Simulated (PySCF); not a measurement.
Record of a relaxation.

C4H7IO.
Numbering: `[CH3:1][C@H:2]([I:3])[CH2:4][CH:5]=[O:6]` (hydrogens: H7, H8, H9 on C1; H10 on C2; H11, H12 on C4; H13 on C5)

Method: PySCF 2.14.0, PBE0-D3(BJ)/def2-SVP geometry optimisation, gas phase, def2 core potentials past Kr; density fitting, grid level 1; the optimiser is geomeTRIC in internal coordinates, started from a GFN2-xTB structure with every atom displaced at random (about 0.01 Å). 7 of its 9 geometries are shown. The frame can shift and turn from step to step; on so coarse a grid that alone can change the energy by a few meV, and forces under 0.02 eV/Å are noise.

Step 0: E = -14398.4915 eV, largest atomic force 2.216 eV/Å
```
atom  x, y, z in Å  |  force x, y, z in eV/Å
C1     -1.211   -0.737    0.592   -1.349   1.737   0.270
C2     -0.420    0.552    0.467    0.632  -0.161  -0.263
I3     -1.761    2.280    0.241    0.222  -0.274   0.048
C4      0.587    0.526   -0.706   -1.900  -0.378   0.896
C5      1.681   -0.455   -0.508   -0.122   0.364   0.239
O6      1.877   -1.103    0.479    0.111  -0.335   0.286
H7     -1.799   -0.897   -0.317   -0.137  -0.180  -0.147
H8     -0.542   -1.547    0.747    0.883  -1.109   0.274
H9     -1.919   -0.650    1.450    0.348  -0.251  -0.405
H10     0.129    0.742    1.404   -0.135   0.158  -0.085
H11     0.029    0.255   -1.621    0.224   0.134  -0.158
H12     1.018    1.505   -0.859    0.396   0.638  -0.269
H13     2.336   -0.487   -1.380    0.826  -0.342  -0.686
```

Step 1: E = -14398.5870 eV, largest atomic force 0.531 eV/Å
```
atom  x, y, z in Å  |  force x, y, z in eV/Å
C1     -1.176   -0.741    0.707    0.398  -0.349   0.035
C2     -0.303    0.483    0.566   -0.189   0.105   0.074
I3     -1.474    2.294    0.891   -0.059   0.061  -0.065
C4      0.431    0.567   -0.754    0.338   0.077  -0.073
C5      1.601   -0.390   -0.779    0.047  -0.045  -0.188
O6      1.903   -1.101    0.141    0.103  -0.072   0.005
H7     -1.880   -0.843   -0.133   -0.005  -0.004   0.032
H8     -0.501   -1.624    0.741   -0.262   0.204  -0.140
H9     -1.738   -0.737    1.647   -0.104   0.056   0.077
H10     0.427    0.521    1.383    0.001   0.020   0.041
H11    -0.224    0.366   -1.622    0.019   0.015   0.058
H12     0.862    1.573   -0.934   -0.104  -0.138   0.031
H13     2.218   -0.392   -1.722   -0.185   0.070   0.113
```

Step 3: E = -14398.6045 eV, largest atomic force 0.509 eV/Å
```
atom  x, y, z in Å  |  force x, y, z in eV/Å
C1     -1.174   -0.743    0.730   -0.157   0.182   0.089
C2     -0.307    0.490    0.596    0.143  -0.115  -0.095
I3     -1.524    2.303    0.794    0.056  -0.111  -0.024
C4      0.468    0.555   -0.711   -0.069  -0.019  -0.040
C5      1.626   -0.405   -0.816   -0.290   0.049   0.415
O6      1.967   -1.151    0.063    0.121  -0.064  -0.126
H7     -1.864   -0.840   -0.121   -0.054   0.025  -0.013
H8     -0.531   -1.631    0.754    0.154  -0.112   0.008
H9     -1.769   -0.722    1.656    0.069  -0.021  -0.074
H10     0.392    0.558    1.442   -0.031   0.062   0.005
H11    -0.193    0.363   -1.573   -0.075   0.057  -0.077
H12     0.886    1.557   -0.890    0.042   0.117  -0.016
H13     2.168   -0.356   -1.792    0.090  -0.050  -0.054
```

Step 4: E = -14398.6138 eV, largest atomic force 0.062 eV/Å
```
atom  x, y, z in Å  |  force x, y, z in eV/Å
C1     -1.163   -0.743    0.725    0.007  -0.036   0.013
C2     -0.304    0.494    0.587    0.015  -0.037   0.011
I3     -1.522    2.289    0.802   -0.047   0.040  -0.007
C4      0.459    0.565   -0.720    0.029  -0.009  -0.029
C5      1.606   -0.409   -0.798   -0.054  -0.001   0.000
O6      1.931   -1.162    0.079    0.040  -0.011  -0.016
H7     -1.864   -0.841   -0.118   -0.016   0.015   0.012
H8     -0.503   -1.625    0.740   -0.004   0.000  -0.013
H9     -1.743   -0.733    1.657    0.009  -0.006   0.011
H10     0.399    0.565    1.428   -0.015   0.031   0.005
H11    -0.203    0.382   -1.586   -0.005   0.029   0.001
H12     0.887    1.568   -0.894    0.018  -0.004   0.006
H13     2.167   -0.374   -1.768    0.023  -0.011   0.006
```

Step 5: E = -14398.6157 eV, largest atomic force 0.041 eV/Å
```
atom  x, y, z in Å  |  force x, y, z in eV/Å
C1     -1.160   -0.745    0.729    0.007  -0.010  -0.012
C2     -0.306    0.495    0.587    0.008  -0.024  -0.003
I3     -1.539    2.288    0.790   -0.005  -0.009  -0.012
C4      0.461    0.567   -0.719   -0.015  -0.019   0.005
C5      1.602   -0.413   -0.801    0.016   0.005  -0.033
O6      1.928   -1.175    0.069   -0.005   0.000   0.010
H7     -1.867   -0.843   -0.109   -0.007   0.008   0.012
H8     -0.497   -1.625    0.738   -0.005   0.006  -0.009
H9     -1.734   -0.738    1.665    0.010  -0.004   0.016
H10     0.394    0.575    1.429   -0.016   0.037   0.009
H11    -0.201    0.394   -1.588   -0.001   0.021   0.006
H12     0.896    1.568   -0.888    0.017  -0.011   0.012
H13     2.167   -0.374   -1.770   -0.003   0.000   0.000
```

Step 7: E = -14398.6185 eV, largest atomic force 0.026 eV/Å
```
atom  x, y, z in Å  |  force x, y, z in eV/Å
C1     -1.144   -0.754    0.742   -0.006   0.013  -0.009
C2     -0.310    0.498    0.588    0.002  -0.009  -0.006
I3     -1.585    2.268    0.749    0.006  -0.006   0.002
C4      0.464    0.574   -0.714   -0.026  -0.002  -0.001
C5      1.592   -0.419   -0.816    0.024  -0.003  -0.005
O6      1.911   -1.202    0.038   -0.005   0.009   0.004
H7     -1.873   -0.853   -0.077    0.005  -0.004   0.002
H8     -0.471   -1.626    0.728    0.001   0.000   0.004
H9     -1.693   -0.757    1.693    0.006  -0.005   0.005
H10     0.378    0.611    1.436   -0.004   0.006   0.002
H11    -0.198    0.433   -1.587    0.003   0.002   0.001
H12     0.917    1.571   -0.862    0.005  -0.002   0.005
H13     2.158   -0.367   -1.784   -0.011   0.001  -0.003
```

Step 8: E = -14398.6186 eV, largest atomic force under 0.02 eV/Å
```
atom  x, y, z in Å  |  force x, y, z in eV/Å
C1     -1.141   -0.757    0.744    0.001   0.003   0.001
C2     -0.311    0.497    0.588   -0.001   0.000   0.000
I3     -1.590    2.263    0.751   -0.001   0.001   0.002
C4      0.462    0.576   -0.714   -0.003   0.003  -0.004
C5      1.591   -0.416   -0.820   -0.003  -0.003   0.007
O6      1.914   -1.197    0.034    0.005   0.006  -0.004
H7     -1.872   -0.858   -0.072    0.002  -0.003  -0.001
H8     -0.466   -1.628    0.727    0.001  -0.001   0.001
H9     -1.685   -0.764    1.698    0.001  -0.001   0.001
H10     0.377    0.614    1.436    0.002  -0.003  -0.001
H11    -0.202    0.436   -1.588    0.001   0.000  -0.001
H12     0.915    1.572   -0.860   -0.002   0.002   0.002
H13     2.153   -0.362   -1.790   -0.003  -0.002  -0.002
```

Problem. Summarise the path.

Solution. The energy falls by 12.27 kJ/mol from step 0 to step 8; nine tenths of that is first reached at step 4. It falls at every step. The largest force goes from 2.216 to under 0.02 eV/Å. Among the bonds C1–H8 changes most, from 1.061 to 1.101 Å; the atoms move by 0.039 Å rms after alignment.

Problem. Follow the three bonds and two angles with the largest change from start to end.

Solution. 
```tsv
step	E above end (kJ/mol)	largest force (eV/Å)	C1–H8 (Å)	C5–H13 (Å)	C2–C4 (Å)	C2–C4–H11 (°)	C4–C5–H13 (°)
0	12.27	2.216	1.061	1.091	1.546	107.7	110.8
1	3.05	0.531	1.112	1.127	1.512	112.8	116.0
2	3.01	0.645	1.104	1.122	1.518	111.7	112.7
3	1.37	0.509	1.097	1.118	1.521	111.0	113.9
4	0.47	0.062	1.102	1.121	1.515	111.5	114.0
5	0.29	0.041	1.102	1.122	1.516	111.5	114.0
6	0.06	0.056	1.101	1.122	1.517	111.4	113.9
7	0.01	0.026	1.101	1.122	1.516	111.4	113.9
8	0.00	under 0.02	1.101	1.122	1.516	111.5	113.9
```

The cost below is that of the whole optimisation. Time: 79 s wall; peak memory 0.58 GiB. Hardware: one thread of an Arm Neoverse V1, shared host with 32 logical CPUs at a one-minute load of 13.
